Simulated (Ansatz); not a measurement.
Ansatz (an electronic-structure program) input (PBE/6-31G*):

Ansatz 0.2 input:
```yaml
crystal:
  periodic: [false, false, false]
  atoms:
    - {symbol: Ge, position_ang: [-0.03721200, -0.02889900, 0.04351200]}
    - {symbol: O, position_ang: [1.23717100, 0.29495200, -1.01494500]}
    - {symbol: O, position_ang: [-1.33526600, -0.13651400, 0.97754000]}
    - {symbol: H, position_ang: [1.97553800, -0.34272600, -1.09314200]}
basis:
  gaussian:
    orbitals: 6-31G*
hamiltonian:
  xc: {name: PBE}
total_charge: 1
output: {forces: true}
```

Output:

```
Functional definition: PBE
integrals: 0.02 GiB planned
673 factors; their error is unknown
mean field: 0.13 GiB planned
mean field evaluation 1: about -60564.9558 eV, gradient 1.3e2 eV
mean field evaluation 2: about -60380.1530 eV, gradient 2.4e2 eV
mean field evaluation 4: about -60595.3371 eV, gradient 3.4e1 eV
mean field evaluation 8: about -60598.0860 eV, gradient 5.5e-1 eV
mean field evaluation 16: about -60598.0595 eV, gradient 2.6e-5 eV
mean field -60598.05948687 eV, -2226.9376113026 hartree, gradient 2.6e-5 eV, S^2 0.000000; 0 other end points of the search recorded, 0 dependent functions left out
the calculation of the forces begins
reference -60598.05952305 eV, -2226.9376126320 hartree; 24, 24 occupied and 43, 43 virtual orbitals, 673 factors
Total energy: -60598.05952305 eV, -2226.9376126320 hartree
Atom 0 at    -0.037212    -0.028899     0.043512 Å, force     0.115849    -0.229956     0.071950 eV/Å
Atom 1 at     1.237171     0.294952    -1.014945 Å, force     0.218548     0.774058    -0.647346 eV/Å
Atom 2 at    -1.335266    -0.136514     0.977540 Å, force    -0.779690    -0.037343     0.543336 eV/Å
Atom 3 at     1.975538    -0.342726    -1.093142 Å, force     0.445292    -0.506760     0.032060 eV/Å
Dipole moment:     0.722218    -0.226897    -0.333760 e Å
```

The dipole moment of an ion depends on the origin.

The geometry given is a B3LYP-D3(BJ)/def2-TZVP minimum.
